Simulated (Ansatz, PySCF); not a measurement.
Spin states of H2O2Ru (SMILES [OH][Ru][OH]), each relaxed with B3LYP-D3(BJ)/def2-TZVP.
State 1 (charge 0, multiplicity 5):
```
atom    x (Å)    y (Å)    z (Å)
----  -------  -------  -------
Ru    -0.1084  -0.1435  -0.1450
O      1.3627  -0.0511  -1.3600
H      1.8602   0.7350  -1.6023
O     -1.5981  -0.2649   1.0446
H     -1.5702  -0.2458   2.0053
```
State 2 (charge 0, multiplicity 3):
```xyz
5

Ru    -0.30633    -0.52436    -0.43208
O      1.37523    -0.06977    -1.08014
H      1.60085     0.83001    -1.34450
O     -1.48315    -0.07320     0.93390
H     -1.24038    -0.13293     1.86550
```

Singlets are restricted, other states unrestricted; no spin–orbit coupling, no relativity up to Kr; see below for the cores. The largest T1 diagnostic is 0.026.

The values were computed with Ansatz (Gaussian basis) for Hartree–Fock, density functionals and correlated methods; PySCF for the dispersion terms.  In def2 rows elements past Kr take small-core potentials, without spin–orbit coupling.

### Question
Predict the energy of the multiplicity-3 state less that of the multiplicity-5 state from wB97M-V/def2-TZVPP.

### Answer
0.55 eV

### Question
What is the computed energy of the multiplicity-3 state less that of the multiplicity-5 state (B3LYP-D3(BJ)/def2-TZVPP)?

### Answer
0.47 eV

### Question
What energy of the multiplicity-3 state less that of the multiplicity-5 state does BLYP-D3(BJ)/def2-TZVPP give?

### Answer
0.23 eV

Ansatz is a first-principles code.
